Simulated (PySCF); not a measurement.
SrCl, SMILES [Cl][Sr+], charge +1. Atoms are numbered in the order given.

```xyz
2

Sr     0.0000     0.0000    -0.7645
Cl     0.0000     0.0000     1.7088
```
Charge +1, spin multiplicity 1.

The structure is a stationary point at r2SCAN-D4/def2-TZVPD. The spin state was assumed, not searched. The def2 effective core potentials stand for the cores of Sr; spin–orbit coupling is left out.

All values below come from HF/def2-TZVPD run with PySCF.

Mulliken values depend strongly on the basis, most of all with diffuse functions as here. ESP charges are fitted to the potential on shells at 1.4 to 2.0 van der Waals radii. Atomic charges (e):

| atom | Mulliken | ESP fit |
|---|---|---|
| Sr1 | 1.79 | 1.56 |
| Cl2 | -0.79 | -0.56 |
